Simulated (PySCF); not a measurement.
A structure optimised at PBE0-D3(BJ)/def2-SVP, used in a PySCF frequency run:

```xyz
9

O     -1.2694    -1.0836     1.0381
Sn     0.0000     0.0000     0.0000
O      1.2694     1.0836     1.0381
O      1.0836    -1.2694    -1.0381
O     -1.0836     1.2694    -1.0381
H     -0.9059    -1.9585     1.2242
H      0.9059     1.9585     1.2242
H      1.9585    -0.9059    -1.2242
H     -1.9585     0.9059    -1.2242
```

Problem. Write its SMILES, formula and point group.

Solution. [OH][Sn]([OH])([OH])[OH], H₄O₄Sn, S4

Problem. What are its rotational constants (standard atomic weights)?

Solution. 2.9124, 2.9124, 2.5648 GHz
